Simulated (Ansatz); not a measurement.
A nudged elastic band was laid between two geometries of AlClH₄N₂ (8 atoms, charge 0, multiplicity 1).

All numbers below come from RKS r2SCANh/def2-SVP in Ansatz 0.2.0.

```
movable images  : 7
climbing image  : yes
spring          : 5.0 eV/Å²
optimiser       : quadratic models (default)
start path      : straight line
force threshold : 0.05 eV/Å
iteration limit : 60
end points      : relaxed
```

First end point:

```xyz
8
Properties=species:S:1:pos:R:3
Al -0.303 0.282 0.262
N 0.919 1.074 -0.730
N -0.499 -1.466 0.367
H 0.059 -2.162 -0.111
Cl -1.607 1.497 1.387
H 1.601 0.616 -1.322
H 1.036 2.078 -0.786
H -1.205 -1.921 0.932
```

Last end point:

```xyz
8
Properties=species:S:1:pos:R:3
Al -0.819 0.254 0.399
N 0.899 0.249 -0.636
N -0.729 -1.337 0.940
H 1.131 -0.727 -0.410
Cl -1.597 2.209 0.137
H 0.842 0.353 -1.649
H 1.649 0.856 -0.308
H -1.376 -1.856 1.526
```

Q: What changes between the two ends?

A: Bonds broken: N3–H4. Bonds formed: N2–H4.

Q: What energy profile does the band end with?

A: It converged. The highest image is number 7 of 0 to 8, 2.44 eV above the first end and 0.12 eV above the last; the last end lies 2.32 eV above the first. Another band between the same ends (7 images) ends at a top of the same energy, where a vibrational analysis finds 1 clearly imaginary mode. The orbitals stay closed-shell, which can raise the energy where a bond breaks towards radicals; this wasn't checked here.

| image | path coordinate (Å) | energy (eV) | N3–H4 (Å) | N2–H4 (Å) |
| --- | --- | --- | --- | --- |
| 0 | 0.00 | 0.00 | 1.01 | 3.41 |
| 1 | 0.52 | 0.04 | 1.01 | 3.36 |
| 2 | 1.04 | 0.13 | 1.01 | 3.27 |
| 3 | 1.56 | 0.23 | 1.01 | 3.11 |
| 4 | 2.08 | 0.37 | 1.02 | 2.80 |
| 5 | 2.61 | 0.68 | 1.02 | 2.34 |
| 6 | 3.13 | 1.45 | 1.09 | 1.75 |
| 7 | 3.65 | 2.44 | 1.52 | 1.19 |
| 8 | 4.56 | 2.32 | 2.38 | 1.03 |

Q: What is the geometry of the highest image?

A: 
```xyz
8
Properties=species:S:1:pos:R:3
Al -0.795 0.448 0.339
N 0.879 0.257 -0.635
N -0.558 -1.182 0.754
H 0.617 -0.777 -0.114
Cl -1.809 2.287 0.336
H 0.908 0.215 -1.652
H 1.745 0.682 -0.309
H -0.986 -1.931 1.281
```

Run time: 2.1 min on 2 threads of Intel(R) Xeon(R) 6975P-C (Granite Rapids), on a shared host, peak memory 0.22 GiB.
